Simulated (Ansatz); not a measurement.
`N[SiH]1BO1` and `[GeH3][SiH]1BO1` differ in one atom or group.

Ansatz, PBE0-D4/def2-TZVP geometries, multiplicity 1. Each molecule was computed in one conformer, which needn't be the lowest.

Scalar relativity is left out up to krypton.

```json
{"property": "LUMO energy (B3LYP/def2-TZVPP) / eV", "`N[SiH]1BO1`": "-1.08"}
{"property": "HOMO–LUMO gap (PBE0/def2-TZVPP) / eV", "`N[SiH]1BO1`": "5.81"}
{"property": "size of the dipole moment (B3LYP/def2-TZVPP) / D", "`N[SiH]1BO1`": "2.23"}
{"property": "LUMO energy (PBE0/def2-TZVPP) / eV", "`N[SiH]1BO1`": "-0.86"}
{"property": "HOMO energy (B3LYP/def2-TZVPP) / eV", "`N[SiH]1BO1`": "-6.48"}
{"property": "LUMO energy (ωB97M-V/def2-TZVPP) / eV", "`N[SiH]1BO1`": "1.08"}
```

Q: Give the same properties after the change, and the shifts. (An estimate is asked.)

A: Computed: 
```tsv
property	`[GeH3][SiH]1BO1`	shift
LUMO energy (B3LYP/def2-TZVPP) / eV	-1.31	-0.23
HOMO–LUMO gap (PBE0/def2-TZVPP) / eV	5.86	0.05
size of the dipole moment (B3LYP/def2-TZVPP) / D	1.10	-1.13
LUMO energy (PBE0/def2-TZVPP) / eV	-1.12	-0.26
HOMO energy (B3LYP/def2-TZVPP) / eV	-6.79	-0.31
LUMO energy (ωB97M-V/def2-TZVPP) / eV	0.73	-0.35
```

With PBE0 the HOMO falls by 0.31 eV and the LUMO falls by 0.26 eV, so the gap widens by about 0.05 eV. PBE moves the HOMO by -0.40 eV and ωB97M-V by -0.22 eV. The zero-point energy changes by -7.8 kJ/mol with +3 modes. Dipoles are sizes alone; their direction can turn.

B3LYP here is the variant with VWN-RPA as its local correlation; programs differ in this.
